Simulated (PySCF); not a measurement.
# Dipole moment and polarisability of `CC(C)O[SiH2]O[SiH3]`

Compound: C₃H₁₂O₂Si₂.
Structure used (GFN2-xTB), in Å, numbered top down from 1:
```
atom  x, y, z in Å
C1    -2.0154   -0.1738    1.3789
C2    -1.4970    0.1397   -0.0214
C3    -1.9458   -0.9085   -1.0354
O4    -0.0923    0.1671    0.0083
Si5    0.9242    1.3560   -0.3754
O6     2.4012    0.7367   -0.2120
Si7    3.5212   -0.3942    0.0685
H8    -1.6364   -1.1395    1.7030
H9    -3.1016   -0.1977    1.3807
H10   -1.6753    0.5852    2.0786
H11   -1.8734    1.1244   -0.3324
H12   -1.5525   -0.6614   -2.0180
H13   -1.5664   -1.8854   -0.7464
H14   -3.0305   -0.9449   -1.0855
H15    0.8361    2.4784    0.5574
H16    0.7952    1.7660   -1.7733
H17    3.2611   -1.5556   -0.7825
H18    4.7712    0.2760   -0.2847
H19    3.4665   -0.7592    1.4839
```

Level: PBE0/def2-SVPD (PySCF), static field, nuclei fixed, core orbitals frozen in the response. The polarisability tensor in these axes (au):

```
x   103.64   1.86  -0.85
y     1.86  88.58   0.28
z    -0.85   0.28  88.79
```

What are the eigenvalues, a third of the trace, and Δα (Δα² = ½Σ(αi − αj)² over the three pairs)?

Principal values 88.12, 88.98 and 103.91 au; mean 93.67 au = 13.88 Å³ = 15.44 × 10⁻⁴⁰ C²·m²/J; Δα = 15.38 au (16 % of the mean).

What is the dipole moment, and where does it point?

(-1.53, -0.10, -0.03) D, 1.53 D in size, pointing from the negative to the positive side. Measured along this direction, the outermost atoms are H18 at the negative end and H14 and H9 at the positive end.

Refractivity n − 1 of an ideal gas of it at 350 K and 1 atm, from the electronic α?

N = p/kT = 2.0968 × 10¹⁹ cm⁻³, so n − 1 = 2π × N × 13.88 × 10⁻²⁴ cm³ = 1829 × 10⁻⁶ at long wavelengths.

Sum over states: ᾱ = Σ f/ω², ω in Eh. What share falls to these 8 lowest TDDFT singlets (eV, f)? 6.94, 0.0022; 7.24, 0.0011; 7.53, 0.0001; 7.63, 0.0044; 7.92, 0.0508; 8.00, 0.0228; 8.06, 0.0673; 8.09, 0.0078.

They add up to 1.82 au, 1.9 % of the 93.67 au; the largest single term is 0.77 au, from the state at 8.06 eV. Terms in order: 0.03, 0.02, 0.00, 0.06, 0.60, 0.26, 0.77, 0.09 au. Higher excitations give the rest. The strengths listed sum to 0.156.

Traceless (Buckingham) quadrupole moment about the centre of nuclear charge: eigenvalues?

-2.46, -2.27, 4.73 D·Å. The values depend on the origin, since the dipole doesn't vanish. The electronic extent ⟨r²⟩ about the same centre is 1699 bohr², a root-mean-square distance of 2.54 Å for the 74 electrons.

Rayleigh depolarisation ratio (linearly polarised light, static tensor)?

ρ = 3Δα²/(45ᾱ² + 4Δα²) = 709.8/(394838 + 946.4) = 0.00179.

Molar refractivity from α?

Lorentz–Lorenz: R = (4π/3)N_A α = 2.5225 cm³/(mol·Å³) × 13.88 Å³ = 35.0 cm³/mol, in the limit of long wavelengths.

One conformer (not necessarily the lowest) at the GFN2-xTB geometry, without solvent, vibrations or thermal averaging.
